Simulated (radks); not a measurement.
Spherical quantum dot in the effective-mass picture: electrons in a hard-walled sphere of radius 6.68, with a point charge +1 (a donor) at the centre, all in effective atomic units (hartree* = m*/eps^2 hartree, bohr* = eps/m* bohr), one dielectric constant everywhere. Calculated with a radial shooting solver with Libxc functionals: non-relativistic Kohn-Sham, PBE, spin-polarised, spherical densities. Levels are named by radial order and angular momentum (1s, 1p, 1d, 2s, ...), and open shells are averaged over m.

N = 11, configuration 1s2 1p6 1d(up 2, down 0) 2s(up 1, down 0). This is the lowest configuration that the search found. Occupied and some empty levels:

| level | occupation | eigenvalue (hartree*) | <r> (bohr*) |
|---|---|---|---|
| 1s up | 1 | 1.9001 | 3.722 |
| 1s down | 1 | 1.9361 | 4.201 |
| 1p up | 3 | 1.9839 | 4.606 |
| 1p down | 3 | 2.0056 | 4.578 |
| 2s up | 1 | 2.0675 | 2.495 |
| 1d up | 2 | 2.0886 | 4.778 |
| 1d down | 0 | 2.1117 | 4.751 |
| 2s down | 0 | 2.2057 | 2.362 |
| 1f up | 0 | 2.2298 | 4.909 |
| 1f down | 0 | 2.2548 | 4.890 |
| 1g up | 0 | 2.4052 | 5.019 |
| 1g down | 0 | 2.4318 | 5.005 |
| 2p up | 0 | 2.4877 | 3.303 |
| 2p down | 0 | 2.5226 | 3.466 |

Energy (hartree*): total 10.2264, kinetic 3.4350, external -3.3233, Hartree 12.539, exchange-correlation -2.4238.
